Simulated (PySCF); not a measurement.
Species: 3-methyl-2-pentanone, C6H12O.
Atom-mapped SMILES: `[CH3:1][CH2:2][C@@H:3]([CH3:4])[C:5]([CH3:6])=[O:7]` (hydrogens: H8, H9, H10 on C1; H11, H12 on C2; H13 on C3; H14, H15, H16 on C4; H17, H18, H19 on C6)

Theory: PBE0-D3(BJ)/def2-SVP geometry optimisation, gas phase (PySCF).

**Question.** Give the optimised bond lengths and angles.

**Answer.** 
```json
{"bond": "C1–C2", "length (Å)": "1.520"}
{"bond": "C2–C3", "length (Å)": "1.526"}
{"bond": "C3–C4", "length (Å)": "1.531"}
{"bond": "C3–C5", "length (Å)": "1.526"}
{"bond": "C5–C6", "length (Å)": "1.507"}
{"bond": "C5=O7", "length (Å)": "1.208"}
{"bond": "C1–H8, C1–H9, C1–H10", "length (Å)": "1.101"}
{"bond": "C2–H11", "length (Å)": "1.102"}
{"bond": "C2–H12", "length (Å)": "1.103"}
{"bond": "C3–H13", "length (Å)": "1.105"}
{"bond": "C4–H14, C4–H15, C4–H16", "length (Å)": "1.101"}
{"bond": "C6–H17, C6–H18, C6–H19", "length (Å)": "1.100"}
```

Bonds in one row agree within 0.01 Å and their mean is given. A selection of angles:
```json
{"angle": "C2–C1–H8", "degrees": "111.5"}
{"angle": "H8–C1–H9", "degrees": "107.9"}
{"angle": "C1–C2–C3", "degrees": "113.7"}
{"angle": "C1–C2–H11", "degrees": "109.7"}
{"angle": "C1–C2–H12", "degrees": "110.0"}
{"angle": "C3–C2–H11", "degrees": "107.8"}
{"angle": "C3–C2–H12", "degrees": "108.6"}
{"angle": "H11–C2–H12", "degrees": "106.8"}
{"angle": "C2–C3–C4", "degrees": "111.8"}
{"angle": "C2–C3–C5", "degrees": "111.1"}
{"angle": "C2–C3–H13", "degrees": "109.4"}
{"angle": "C4–C3–C5", "degrees": "107.7"}
{"angle": "C4–C3–H13", "degrees": "108.4"}
{"angle": "C5–C3–H13", "degrees": "108.3"}
{"angle": "C3–C4–H14", "degrees": "110.6"}
{"angle": "C3–C4–H15", "degrees": "110.2"}
{"angle": "H14–C4–H15", "degrees": "108.2"}
{"angle": "C3–C5–C6", "degrees": "116.9"}
{"angle": "C3–C5–O7", "degrees": "121.1"}
{"angle": "C6–C5–O7", "degrees": "122.0"}
{"angle": "C5–C6–H17", "degrees": "111.4"}
{"angle": "C5–C6–H18", "degrees": "108.6"}
{"angle": "H17–C6–H18", "degrees": "106.7"}
{"angle": "H17–C6–H19", "degrees": "110.5"}
```

Torsions: C1–C2–C3–C4 174° (antiperiplanar); C2–C3–C5–C6 144° (anticlinal).

The C–C distances run from 1.507 Å (C5–C6, drawn single) to 1.531 Å (C3–C4, drawn single), a spread of 0.024 Å. Of the pairs four or more bonds apart, O7···H11 is among the closest relative to their van der Waals radii: 2.55 Å, 94 % of the sum of Bondi's values.

Point group: C1 (no symmetry element, even within 0.4 Å). PBE0-D3(BJ)/def2-SVP frequencies: not computed here. One conformer, not necessarily the lowest.
